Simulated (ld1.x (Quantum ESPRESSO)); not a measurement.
## Reading a pseudo-wave (titanium)

Columns: radius, all-electron u(r) and pseudo u(r) of the 4s shell (level -4.87 eV) of titanium in the configuration [Ar] 3d2 4s1.5 4p0.5; PBEsol, scalar-relativistic, ultrasoft scheme, ld1.x (Quantum ESPRESSO) 7.5.

```
r (bohr)  all-electron   pseudo
   0.210       -0.1579  -0.0687
   0.420        0.0397  -0.1364
   0.630        0.2378  -0.2023
   0.840        0.2502  -0.2655
   1.050        0.1410  -0.3251
   1.260       -0.0131  -0.3804
   1.470       -0.1666  -0.4305
   1.680       -0.2992  -0.4748
   1.890       -0.4044  -0.5128
   2.100       -0.4825  -0.5438
   2.310       -0.5366  -0.5674
   2.520       -0.5704  -0.5834
   2.730       -0.5875  -0.5915
   2.940       -0.5909  -0.5915
   3.150       -0.5836  -0.5836
   3.360       -0.5679  -0.5679
   3.570       -0.5460  -0.5460
   3.780       -0.5197  -0.5197
   3.990       -0.4904  -0.4904
   4.200       -0.4595  -0.4595
   4.410       -0.4277  -0.4277
   4.620       -0.3960  -0.3960
   4.830       -0.3648  -0.3648
   5.040       -0.3347  -0.3347
   5.250       -0.3059  -0.3059
   5.460       -0.2787  -0.2787
```

Task: How many radial nodes do the two functions have?

Result: The all-electron 4s function has n − l − 1 = 3 (the table is too coarse to show those close to the nucleus); the pseudo-wave has 0, since the states of the same l below it are removed with the core.

Task: At about which radius was the pseudo-wave matched?

Result: 3.15 bohr, where the columns begin to agree (steps of 0.21 bohr).

Task: Is the pseudo-wave norm-conserving?

Result: No, it belongs to an ultrasoft set: the norm inside the radius is not constrained, and the difference is carried by the augmentation charge.
